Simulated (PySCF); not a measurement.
## Working out the excitation energy of N²⁺

N²⁺ [He] 2s2 2p1 (2P) → N²⁺ [He] 2s2 3s1 (2S). Calculation: PySCF 2.14, in x2c-TZVPPall with one added diffuse shell each of s, p, d type (6s4p3d1f, 40 functions); the spin-free X2C one-electron Hamiltonian (Gaussian nucleus). Frozen: nothing. Energies in hartree (1 hartree = 27.21139 eV):

```
             part  N²⁺ (lower)  N²⁺ (upper)
              UHF   -52.848345   -51.832779
MP2 opposite-spin    -0.067855    -0.074462
    MP2 same-spin    -0.004254    -0.004607
```

Question: What does Hartree-Fock give?

Answer: (-51.832779) − (-52.848345) = 1.015566 hartree = 27.635 eV.

Question: What do MP2 and SCS-MP2 (6/5 opposite-spin, 1/3 same-spin) give?

Answer: The opposite-spin parts differ by -0.180 eV and the same-spin parts by -0.010 eV. MP2: 27.635 + (-0.180) + (-0.010) = 27.445 eV. SCS-MP2: 27.635 + 1.2 × (-0.180) + (-0.010)/3 = 27.416 eV.
